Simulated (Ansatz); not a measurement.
Cl2Hg, singlet, geometry from GFN2-xTB (such geometries of metal compounds can be far from the true shape) (core potentials on Hg); SC-NEVPT2/def2-SVP, CASSCF(6,5) (Ansatz, a quantum-chemistry and plane-wave program).

Here is a job for Ansatz.
Ansatz 0.2 input:
```yaml
crystal:
  periodic: [false, false, false]
  atoms:
    - {symbol: Hg, position_ang: [0.00000000, 0.00000000, 0.00000000]}
    - {symbol: Cl, position_ang: [-0.00000000, -0.00000000, -2.30127141]}
    - {symbol: Cl, position_ang: [0.00000000, 0.00000000, 2.30127141]}
basis:
  gaussian:
    orbitals: def2-SVP
magnetization: {spin_polarized: false}
correlation: {method: sc_nevpt2, electrons: all, active_space: {window: {electrons: 6, orbitals: 5}}}
```

Task: Write the output that Ansatz gives for this input, abridged.

Result: 
```
Functional definition: HF
642 factors; integrals over basis functions are off by at most 5.1e-4 eV
mean field evaluation 1: about -29149.4268 eV, gradient 2.2e1 eV
mean field evaluation 2: about -29149.8297 eV, gradient 2.2e1 eV
mean field evaluation 4: about -29151.2890 eV, gradient 1.3e0 eV
mean field evaluation 8: about -29151.3046 eV, gradient 9.2e-5 eV
mean field evaluation 16: about -29151.3046 eV, gradient 2.1e-6 eV
mean field -29151.30457137 eV, -1071.2906835341 hartree, gradient 2.1e-6 eV, S^2 0.000000; 0 other end points of the search recorded, 0 dependent functions left out
reference -29151.30457137 eV, -1071.2906835341 hartree; 27, 27 occupied and 41, 41 virtual orbitals, 642 factors
state -29152.05539838 eV, -1071.3182759175 hartree
state -29152.05539838 eV, -1071.3182759175 hartree; corrected -29168.36525219 eV, -1071.9176519899 hartree
Total energy: -29168.36525219 eV, -1071.9176519899 hartree
```
